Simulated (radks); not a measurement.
Dynamic dipole polarisability and lines of the copper ion Cu17+, [Ne] 3s2. Method: scalar-relativistic Kohn-Sham, LB94 model potential, spin-unpolarised, spherical densities, finite nucleus; Fermi nuclear charge, rms radius of each element as measured or else 0.836 A^(1/3) + 0.57 fm; computed with a radial shooting solver on a logarithmic mesh with Libxc functionals. Time-dependent linear response with the Hartree and adiabatic LDA kernel, continuum included through the Sternheimer equations, no spin-orbit coupling, so fine structure and intercombination lines are absent. Lines are the poles of the dipole polarisability below minus the highest occupied eigenvalue, found on a grid refined at the orbital gaps; the lowest seven at most are given, and weak or close lines can be missed. The first line takes the name of the lowest orbital gap if no other gap lies below it; otherwise a line is named after a gap within 0.6 % of it, if that gap stands alone.

| photon energy (eV) | alpha (bohr^3) |
|---|---|
| 0 | 0.1892 |
| 31.247 | 0.2879 |
| 93.740 | -0.07417 |
| 156.23 | -0.01340 |
| 218.73 | 0.0009981 |
| 281.22 | 0.01583 |
| 343.71 | -0.01926 |
| 406.21 | 0.0007156 |
| 468.70 | -0.002285 |
| 531.19 | 0.003664 |
| 593.69 | 0.002032 |

Lines (eV, oscillator strength): 52.575 (23.58 nm, 3s-3p), f = 0.675; 317.69 (3.903 nm, 3s-4p), f = 0.496; 438.09 (2.830 nm, 3s-5p), f = 0.148; 500.59 (2.477 nm, 3s-6p), f = 0.0670; 537.32 (2.307 nm, 3s-7p), f = 0.0368; 560.78 (2.211 nm, 3s-8p), f = 0.0226; 576.66 (2.150 nm, unassigned), f = 0.0150. Higher lines, where found, are left out when the end of the mesh affects them. Those listed give 98 % of the static polarisability (sum of f/w^2). Orbital energy gaps for comparison: 3s-3p 42.322 eV; 3s-4p 318.39 eV; 3s-5p 438.35 eV; 3s-6p 500.70 eV; 3s-7p 537.38 eV.
